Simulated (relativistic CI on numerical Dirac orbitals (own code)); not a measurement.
**Line list: Electric-dipole lines, Yb⁶⁰⁺**

These numbers are calculated, not measured: Dirac-Coulomb-Breit CI, separate exchange-only KLI orbitals for each configuration, a model potential for QED, unscaled Slater integrals (own radial code, finite nucleus).

Configuration list (outside the closed core 1s2): 2s2 2p6, 2s2 2p5 3s, 2s2 2p5 3p, 2s2 2p5 3d, 2s 2p6 3s, 2s 2p6 3p, 2s 2p6 3d, 2s2 2p5 4s, 2s2 2p5 4p, 2s2 2p5 4d, 2s2 2p5 4f, 2s2 2p4 3s2, 2s 2p6 4s, 2s2 2p4 3s 3p, 2s 2p6 4p, 2s2 2p5 5s, 2s2 2p5 5p, 2s 2p6 4d, 2s 2p6 4f, 2s2 2p5 5d, 2s2 2p4 3s 3d, 2s2 2p5 5f, 2s2 2p4 3p2, 2s2 2p5 5g, 2s2 2p4 3p 3d, 2s 2p5 3s2, 2s2 2p4 3d2, 2s 2p5 3s 3p, 2s 2p5 3s 3d, 2s 2p5 3p2, 2s 2p6 5s, 2s 2p6 5p, 2s 2p5 3p 3d, 2s 2p6 5d, 2s 2p6 5f, 2s 2p6 5g. Levels of other configurations are missing.

```tsv
λ vac (nm)	Lower	Upper	A (s⁻¹)	log gf	S velocity/length
0.11726	2s2 2p6 1S_0 [1]	2s2 2p5 4d 1P°_1 [53]	8.05e+14	-0.30	0.98
0.13662	2s2 2p6 1S_0 [1]	2s2 2p5 3d 3D°_1 [29]	7.37e+14	-0.21	1.00
0.13717	2s2 2p6 1S_0 [1]	2s 2p6 3p 3P°_1 [26]	9.26e+14	-0.11	1.00
0.15346	2s2 2p6 1S_0 [1]	2s2 2p5 3d 1P°_1 [17]	2.19e+15	0.37	1.00
0.40186	2s2 2p5 3s 3P°_2 [2]	2s2 2p5 4p 3D_3 [42]	3.33e+13	-0.25	1.01
0.41228	2s2 2p5 3p 3D_2 [5]	2s2 2p5 4d 3F°_3 [48]	7.75e+13	0.14	0.99
0.45130	2s2 2p5 3p 1P_1 [7]	2s2 2p5 4d 1D°_2 [51]	6.28e+13	-0.02	1.00
0.45161	2s2 2p5 3p 3D_2 [23]	2s2 2p5 4d 3F°_3 [75]	9.73e+13	0.32	1.00
0.45165	2s2 2p5 3p 3D_3 [6]	2s2 2p5 4d 3F°_4 [50]	9.76e+13	0.43	1.00
0.45268	2s2 2p5 3p 3P_2 [8]	2s2 2p5 4d 3D°_3 [52]	7.79e+13	0.22	1.00
0.47261	2s2 2p5 3d 3F°_2 [28]	2s2 2p5 4f 3G_3 [76]	1.89e+14	0.65	0.99
0.47267	2s2 2p5 3d 3P°_1 [11]	2s2 2p5 4f 3D_2 [56]	1.14e+14	0.28	0.99
0.47317	2s 2p6 3d 3D_1 [34]	2s 2p6 4f 3F°_2 [119]	1.69e+14	0.45	1.00
0.47328	2s2 2p5 3d 3F°_3 [12]	2s2 2p5 4f 3G_4 [55]	1.88e+14	0.75	0.99
0.47406	2s2 2p5 3d 3D°_2 [13]	2s2 2p5 4f 3F_3 [57]	1.49e+14	0.54	0.99
0.47413	2s 2p6 3d 3D_2 [35]	2s 2p6 4f 3F°_3 [118]	1.84e+14	0.64	1.00
0.47776	2s2 2p5 3d 3D°_1 [29]	2s2 2p5 4f 3F_2 [77]	1.40e+14	0.38	0.99
0.48262	2s2 2p5 3d 3F°_4 [14]	2s2 2p5 4f 3G_5 [58]	1.97e+14	0.88	0.99
0.48299	2s2 2p5 3d 3P°_2 [30]	2s2 2p5 4f 3D_3 [82]	1.85e+14	0.66	0.99
0.48328	2s 2p6 3d 3D_3 [36]	2s 2p6 4f 3F°_4 [120]	1.97e+14	0.79	1.00
0.48341	2s2 2p5 3d 1D°_2 [15]	2s2 2p5 4f 1F_3 [60]	1.62e+14	0.60	0.99
0.48364	2s2 2p5 3d 3F°_3 [31]	2s2 2p5 4f 3G_4 [81]	1.96e+14	0.79	0.99
0.48502	2s2 2p5 3d 3D°_3 [16]	2s2 2p5 4f 3F_4 [61]	1.74e+14	0.74	0.99
0.48586	2s 2p6 3d 1D_2 [37]	2s 2p6 4f 1F°_3 [121]	1.85e+14	0.66	1.00
0.49069	2s2 2p5 3d 1P°_1 [17]	2s2 2p5 4f 1D_2 [59]	1.58e+14	0.45	0.98
1.0242	2s2 2p5 4d 3F°_3 [48]	2s2 2p5 5f 3G_4 [93]	3.35e+13	0.68	1.00
1.0425	2s2 2p5 4d 3F°_4 [50]	2s2 2p5 5f 3G_5 [96]	3.56e+13	0.81	1.01
1.0438	2s2 2p5 4d 3F°_3 [75]	2s2 2p5 5f 3G_4 [135]	3.56e+13	0.72	1.00
1.0461	2s2 2p5 4d 3D°_3 [52]	2s2 2p5 5f 3F_4 [99]	3.17e+13	0.67	1.00
1.0703	2s2 2p5 4f 3D_1 [54]	2s2 2p5 5g 3F°_2 [100]	4.57e+13	0.59	1.00
1.0705	2s2 2p5 4f 3G_4 [55]	2s2 2p5 5g 3H°_5 [101]	5.77e+13	1.04	1.00
1.0709	2s2 2p5 4f 3G_3 [76]	2s2 2p5 5g 3H°_4 [136]	5.76e+13	0.95	1.00
1.0715	2s 2p6 4f 3F°_3 [118]	2s 2p6 5g 3G_4 [154]	5.75e+13	0.95	1.00
1.0716	2s2 2p5 4f 3F_2 [77]	2s2 2p5 5g 3G°_3 [137]	5.50e+13	0.82	1.00
1.0717	2s2 2p5 4f 3D_2 [56]	2s2 2p5 5g 3G°_3 [102]	4.61e+13	0.75	1.00
1.0724	2s2 2p5 4f 3F_3 [57]	2s2 2p5 5g 3G°_4 [103]	5.12e+13	0.90	1.00
1.0788	2s2 2p5 4f 3G_5 [58]	2s2 2p5 5g 3H°_6 [105]	5.90e+13	1.13	1.00
1.0797	2s2 2p5 4f 3G_4 [81]	2s2 2p5 5g 3H°_5 [138]	5.90e+13	1.05	1.00
1.0797	2s 2p6 4f 3F°_4 [120]	2s 2p6 5g 3G_5 [156]	5.91e+13	1.06	1.00
1.0797	2s2 2p5 4f 3D_3 [82]	2s2 2p5 5g 3F°_4 [139]	5.65e+13	0.95	1.00
1.0803	2s2 2p5 4f 1D_2 [59]	2s2 2p5 5g 1F°_3 [104]	5.25e+13	0.81	1.00
1.0804	2s2 2p5 4f 1F_3 [60]	2s2 2p5 5g 1G°_4 [106]	5.25e+13	0.92	1.00
1.0806	2s 2p6 4f 1F°_3 [121]	2s 2p6 5g 1G_4 [157]	5.78e+13	0.96	1.00
1.0811	2s2 2p5 4f 3F_4 [61]	2s2 2p5 5g 3G°_5 [107]	5.49e+13	1.02	1.00
2.8942	2s2 2p5 3s 3P°_2 [2]	2s2 2p5 3p 3D_3 [6]	1.01e+12	-0.05	1.03
```

Terms are leading LS components. Brackets give the number of a level in order of energy, since labels repeat. The list gives strong lines, with weight on those to low levels, among the lowest 157 of 838 levels, so that lines to higher ones, which can be the strongest, are missing. Levels whose partners in the same complex of configurations lie outside the list can be far off, and so can their lines. Rates are taken at the computed energies, electric ones in the length gauge. A velocity-to-length ratio far from 1 marks an uncertain rate.

At this charge energies of transitions that change n are usually good to better than 1 %, and those within a shell (Δn = 0) to a few per cent.

LS names give the leading component of a level, which can be under half, so a name can repeat, a term be missing and a line seem to break the LS rules.
